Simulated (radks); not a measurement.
The numbers below are computed, except where a source is named.
Mg4+, configuration [He] 2s2 2p4. Level of theory: non-relativistic Kohn-Sham, r2SCAN, spin-polarised, spherical densities, point nucleus; open shells are filled with parallel spins first; meta-GGA in the generalised Kohn-Sham scheme (a radial shooting solver on a logarithmic mesh with Libxc functionals).

Local quantities along the radius. ELF = 1/(1 + alpha^2) is the electron localisation function; alpha = (tau - tau_W)/tau_unif compares the Pauli kinetic energy density with that of the uniform gas (summed over spins); -r V(r) is the screened charge that the Kohn-Sham potential of spin up presents (atomic units); r v_xc is r times the local exchange-correlation potential of spin up (hartree bohr, multiplicative part alone); 4 pi r^2 rho is in e/bohr.

r (bohr)	ELF	alpha	-r V(r)	r v_xc	4 pi r^2 rho
0.00561	1.000	0.006038	11.89	-0.09559	0.3814
0.006225	1.000	0.006159	11.88	-0.1023	0.4627
0.006853	1.000	0.006285	11.86	-0.1092	0.5522
0.007604	1.000	0.006439	11.84	-0.1172	0.6678
0.00837	1.000	0.006601	11.82	-0.1254	0.7944
0.009287	1.000	0.006801	11.80	-0.1350	0.9568
0.01022	1.000	0.007011	11.78	-0.1446	1.134
0.01134	1.000	0.007271	11.75	-0.1560	1.359
0.01249	1.000	0.007547	11.72	-0.1674	1.602
0.01385	1.000	0.007892	11.68	-0.1807	1.909
0.01525	1.000	0.008260	11.65	-0.1940	2.236
0.01692	1.000	0.008725	11.60	-0.2096	2.646
0.01863	1.000	0.009228	11.56	-0.2250	3.077
0.02067	1.000	0.009869	11.51	-0.2429	3.608
0.02275	1.000	0.01057	11.46	-0.2605	4.159
0.02525	1.000	0.01148	11.39	-0.2807	4.825
0.02779	1.000	0.01249	11.33	-0.3006	5.502
0.03083	1.000	0.01382	11.25	-0.3232	6.299
0.03394	1.000	0.01533	11.17	-0.3451	7.087
0.03766	1.000	0.01736	11.08	-0.3698	7.985
0.04146	1.000	0.01971	10.99	-0.3934	8.840
0.046	0.999	0.02296	10.88	-0.4197	9.771
0.05063	0.999	0.02683	10.78	-0.4445	10.61
0.05618	0.999	0.03234	10.65	-0.4717	11.45
0.06185	0.998	0.03914	10.53	-0.4969	12.14
0.06862	0.998	0.04919	10.38	-0.5243	12.75
0.07554	0.996	0.06205	10.24	-0.5496	13.14
0.08382	0.993	0.08185	10.09	-0.5776	13.34
0.09226	0.988	0.1083	9.934	-0.6042	13.30
0.1024	0.978	0.1508	9.763	-0.6341	13.00
0.1127	0.958	0.2099	9.598	-0.6603	12.48
0.125	0.914	0.3077	9.399	-0.6748	11.70
0.1376	0.834	0.4460	9.170	-0.6496	10.83
0.1527	0.688	0.6731	8.850	-0.5575	9.790
0.1681	0.512	0.9767	8.551	-0.4748	8.834
0.1865	0.335	1.408	8.329	-0.4965	7.904
0.2053	0.230	1.832	8.139	-0.5392	7.233
0.2278	0.178	2.150	7.907	-0.5706	6.788
0.2508	0.176	2.163	7.739	-0.6545	6.674
0.2783	0.223	1.869	7.442	-0.6415	6.867
0.3063	0.317	1.466	7.262	-0.7325	7.292
0.3399	0.466	1.070	7.065	-0.8347	7.921
0.3741	0.610	0.8001	6.848	-0.8958	8.537
0.4151	0.729	0.6098	6.589	-0.9348	9.098
0.457	0.799	0.5013	6.344	-0.9556	9.398
0.5071	0.843	0.4310	6.096	-0.9790	9.390
0.5582	0.865	0.3952	5.890	-1.003	9.030
0.6193	0.874	0.3790	5.681	-1.013	8.269
0.6817	0.873	0.3814	5.501	-1.006	7.282
0.7564	0.861	0.4024	5.328	-0.9851	6.017
0.8327	0.837	0.4416	5.187	-0.9537	4.785
0.9239	0.792	0.5126	5.049	-0.9035	3.509
1.017	0.725	0.6165	4.919	-0.8297	2.478
1.128	0.613	0.7947	4.726	-0.6767	1.580
1.242	0.471	1.060	4.428	-0.4019	0.9693
1.378	0.296	1.544	4.113	-0.1007	0.5235
1.517	0.156	2.325	4.051	-0.04515	0.2718
1.684	0.062	3.898	4.030	-0.02782	0.1206
1.853	0.022	6.741	4.102	-0.1015	0.05137
2.056	0.006	13.24	4.105	-0.1051	0.01805
2.263	0.001	26.81	4.083	-0.08254	0.006085

On this mesh the ELF has minima near r = 0.25 bohr, which separate the shells, and maxima near 0.62 (0.87).

Self-consistent cycle (total energy in hartree, residual of the potential): 1: -191.135451, 4e+00; 2: -191.753752, 3e+00; 3: -192.184641, 2e-01; 4: -192.185123, 6e-02; 5: -192.185337, 3e-03; 6: -192.185337, 7e-04; 7: -192.185338, 6e-05; 8: -192.185338, 3e-06; 9: -192.185338, 2e-06; 10: -192.185338, 2e-07.
